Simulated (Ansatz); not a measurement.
Reaction (ligand exchange at the Si–O bond): `O[SiH](O)O[SiH2]F` + H–F → `F[SiH2]F` + `O[SiH](O)O`

Computed with Ansatz on PBE0-D4/def2-TZVP structures; ΔE is electronic, products minus reactants. CBS: MP2 limit from def2 TZ/QZ plus the TZ coupled-cluster correction, frozen cores. This one scheme is used for every species. Functionals use def2-TZVPP. One conformer a species, not always the lowest.

CCSD(T)/CBS gives -20.4 kJ/mol.

**Question.** Another level gave -19.2 kJ/mol. Which?
A. ωB97M-V/def2-TZVPP
B. BLYP/def2-TZVPP
C. BHLYP-D4/def2-TZVPP
D. CAM-B3LYP/def2-TZVPP

**Answer.** C. BHLYP-D4 -19.2, CAM-B3LYP -30.1, ωB97M-V -25.5, BLYP -35.0 kJ/mol.

Largest T1 diagnostic among the species: 0.012.

Leaving LDA and LC-ωPBE aside and taking each functional with its dispersion term where it has one, the values, not all of them listed here, spread over 8.9 kJ/mol, from B97M-V to BHLYP-D4. LDA lies +4.4 kJ/mol from PBE without D4. From r2SCAN to r2SCAN0 (25 % exact exchange), in def2-TZVPP and without D4, ΔE moves by +3.1 kJ/mol. The D4 term adds +9.0 kJ/mol with B3LYP and +5.2 kJ/mol with PBE0; it sums over pairs of atoms, weighted by their polarisabilities, and B3LYP, whose exchange is more repulsive, gets the larger term.

B3LYP here is the variant with VWN-RPA as its local correlation; programs differ in this.
